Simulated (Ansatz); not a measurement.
`[SiH3]C#[C][GeH3]` + `[OH][Ga]([Cl])[Cl]` → `[SiH3][O][Ga]([Cl])[Cl]` + `C#[C][GeH3]`  (ligand exchange at the Si–C bond)

Gas-phase electronic energies from Ansatz, PBE0-D4/def2-TZVP geometries. CBS: MP2 limit from def2 TZ/QZ plus the TZ coupled-cluster correction, frozen cores. Functionals use def2-TZVPP. For Ga, Ge outer-core shells are correlated without core-valence functions, which leaves a few kJ/mol of doubt a bond. Scalar relativity is left out up to krypton. One conformer a species, not always the lowest.

| level | ΔE (kJ/mol) |
| --- | --- |
| r2SCAN | -53.8 |
| MP2/def2-QZVPP | -60.3 |

Q: What does CCSD(T)/CBS give? (Estimate.)

A: Ansatz gave: -60.5 kJ/mol. The listed levels differ from it by 6.7, 0.2 kJ/mol.

Largest T1 diagnostic among the species: 0.013.

From BLYP to BHLYP (50 % exact exchange), in def2-TZVPP and without D4, ΔE moves by −15.9 kJ/mol. In def2-TZVPP, CCSD(T) changes the Hartree–Fock value by +16.3 kJ/mol (the triples alone add +3.2 kJ/mol) and MP2 by +17.4 kJ/mol.
